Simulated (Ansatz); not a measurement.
Reactions of C₂H₉GeN, SMILES `C[N](C)[GeH3]`.

Isolated molecules relaxed with PBE0-D4/def2-TZVP in Ansatz; ΔE leaves out vibrations. CCSD(T)/CBS adds triple-zeta CCSD(T) − MP2 to the extrapolated MP2 energy (def2 sets, frozen cores). This one scheme is used for every species. DFT in def2-TZVPP. B3LYP here is the variant with VWN-RPA as its local correlation; programs differ in this. Open shells (•) are unrestricted, without spin–orbit coupling. For Br, Ge outer-core shells are correlated without core-valence functions, which leaves a few kJ/mol of doubt a bond. Scalar relativity is left out up to krypton. One conformer a species, not always the lowest.

| reaction | PBE-D4 (kJ/mol) | B3LYP-D4 (kJ/mol) |
| --- | --- | --- |
| `C[N](C)[GeH3]` → `[CH2]` (triplet) + `C[NH][GeH3]` | 417 | 404 |
| `C[N](C)[GeH3]` + HBr → `[GeH3][Br]` + `CNC` | -83 | -83 |
| `C[N](C)[GeH3]` + `O[SiH](Cl)Cl` → `Cl[SiH](Cl)[O][GeH3]` + `CNC` | -39 | -48 |
| `C[N](C)[GeH3]` → `C[N](C)[GeH]` + H₂ | 72 | 69 |
| `C[N](C)[GeH3]` + `BC(=C)O` → `BC(=C)[O][GeH3]` + `CNC` | -17 | -22 |
| `C[N](C)[GeH3]` → GeH₄ + `C=NC` | 104 | 98 |
| `C[N](C)[GeH3]` → `[GeH3]`• + `C[N]C`• | 303 | 298 |

Give the CCSD(T)/CBS values in the same order. (An estimate is asked.)

Computed: 409, -78, -43, 84, -18, 109, 333 kJ/mol.

Largest T1 diagnostic: 0.016, for `C[N](C)[GeH]`.
